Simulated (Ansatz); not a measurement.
Conformers of CH₅BBrNO, SMILES `COB(N)Br`, each relaxed with PBE0-D4/def2-TZVP in Ansatz. CBS adds the triple-zeta coupled-cluster correction to the MP2 limit.

Outer-core shells of Br are correlated without core-valence functions. Scalar relativity is left out up to krypton. Spin–orbit coupling is left out.

Not all of them had a frequency check.

Conformer A:

Cartesian coordinates in Å:
```
C 0.135 1.681 -0.271
O -0.351 0.375 -0.491
B 0.032 -0.711 0.216
N -0.501 -1.966 -0.072
Br 1.340 -0.575 1.664
H -0.085 2.019 0.744
H 1.215 1.732 -0.430
H -0.365 2.336 -0.984
H -1.176 -2.096 -0.805
H -0.243 -2.796 0.429
```

Conformer B:

Z-matrix (Å, degrees):
```
C
O 1 1.410
H 1 1.095 2 111.3
H 1 1.089 2 107.8 3 -119.0
H 1 1.095 2 111.3 3 122.0
B 2 1.353 1 120.4 3 -61.2
Br 6 1.942 2 116.3 1 -180.0
N 6 1.398 2 125.2 1 0.0
H 8 1.005 6 123.6 2 0.0
H 8 1.003 6 121.9 2 -180.0
```

Which is lowest in electronic energy at CCSD(T)/CBS (frozen core, def2 sets), and by how much? (An estimate is asked.)

Computed: A; B lies 7.0 kJ/mol higher.

Give the energies relative to A (kJ/mol) with PBE-D4/def2-TZVPP, r2SCAN-D4/def2-TZVPP, PBE0-D4/def2-TZVPP, B3LYP-D4/def2-TZVPP, ωB97X-V/def2-TZVPP, MP2/def2-QZVPP, SCS-MP2/def2-QZVPP. (An estimate is asked.)

The calculation gave: 
| level | B |
| --- | --- |
| PBE-D4/def2-TZVPP | 7.2 |
| r2SCAN-D4/def2-TZVPP | 7.2 |
| PBE0-D4/def2-TZVPP | 7.2 |
| B3LYP-D4/def2-TZVPP | 7.4 |
| ωB97X-V/def2-TZVPP | 7.1 |
| MP2/def2-QZVPP | 7.6 |
| SCS-MP2/def2-QZVPP | 7.4 |

B3LYP here is the variant with VWN-RPA as its local correlation; programs differ in this.
